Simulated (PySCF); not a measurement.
Spectra and structures to be paired. Theory: TDDFT CAM-B3LYP/def2-SVPD, vertical, gas phase, core orbitals frozen in the response in PySCF. Geometries: PBE0-D3(BJ)/def2-SVP; one conformer of each isolated species. Triplets are in the Tamm–Dancoff approximation. Atoms past krypton carry core potentials; spin–orbit coupling is left out.

A. `C=NC(C)(C)C`
B. `C(=C)[CH2][AlH2-][S+](C)C`
C. `F[P](F)(F)->[Ag][Cl]`
D. `C=CC[Si@H]([SiH3])O[SiH3]`
E. `C[C@H](Cl)CCCl`

Lowest singlet levels (six at most, fewer where fewer were computed) with oscillator strengths:

1. 240 nm (f 0.000); 238 nm (f 0.000 summed over 2 states); 224 nm (f 0.033); 223 nm (f 0.034); 222 nm (f 0.116); 214 nm (f 0.107 summed over 2 states); T1 5.00 eV
2. 211 nm (f 0.061); 206 nm (f 0.027); 202 nm (f 0.135); 193 nm (f 0.034); 188 nm (f 0.025); 185 nm (f 0.001); T1 4.07 eV
3. 196 nm (f 0.029); 188 nm (f 0.179); 182 nm (f 0.004); 180 nm (f 0.081); 175 nm (f 0.062); 170 nm (f 0.036); T1 4.19 eV
4. 255 nm (f 0.002); 174 nm (f 0.006); 158 nm (f 0.199); 156 nm (f 0.143); 152 nm (f 0.036); 151 nm (f 0.008)
5. 169 nm (f 0.002); 168 nm (f 0.003); 167 nm (f 0.003); 165 nm (f 0.004); 150 nm (f 0.030); 149 nm (f 0.045); T1 6.66 eV

Question: Which spectrum belongs to which structure?

Answer: 1 = C, 2 = B, 3 = D, 4 = A, 5 = E.
- A: S1 at 4.86 eV, HOMO→LUMO (97%); Löwdin shares by element: HOMO nitrogen 57%, carbon 29% or more; LUMO carbon 37% or more, nitrogen 35%, hydrogen 17% or more; HOMO -8.53 and LUMO 0.94 eV; point group Cs.
- B: S1 at 5.87 eV, HOMO→LUMO+1 (76%), HOMO→LUMO+4 (9%); Löwdin shares by element: HOMO carbon 71% or more, aluminium 10% (atoms not listed hold the other 19%); LUMO sulfur 39%, carbon 12% or more, hydrogen 9% or more, aluminium 9% (atoms not listed hold the other 31%); HOMO -7.56 and LUMO 0.79 eV.
- C: S1 at 5.16 eV, HOMO-1/HOMO→LUMO (≥61%), HOMO-1/HOMO→LUMO+1 (≥31%); for S1 the Löwdin share of silver is 9% in HOMO and 36% in LUMO; HOMO -9.09 and LUMO -1.21 eV.
- D: S1 at 6.32 eV, HOMO→LUMO (74%), HOMO-1→LUMO (14%); Löwdin shares by element: HOMO carbon 65%, silicon 10% or more (atoms not listed hold the other 25%); LUMO silicon 45%, oxygen 10% (atoms not listed hold the other 44%); HOMO -8.47 and LUMO 0.69 eV.
- E: S1 at 7.34 eV, HOMO→LUMO+2 (46%), HOMO-2→LUMO+2 (20%), HOMO→LUMO (8%); Löwdin shares by element: HOMO chlorine 72%, carbon 15% or more; LUMO chlorine 29%, carbon 21% or more (atoms not listed hold the other 50%); HOMO -9.82 and LUMO 1.24 eV.

A slash joins orbitals within 0.01 eV of each other, whose weights are summed (≥ marks a lower bound).
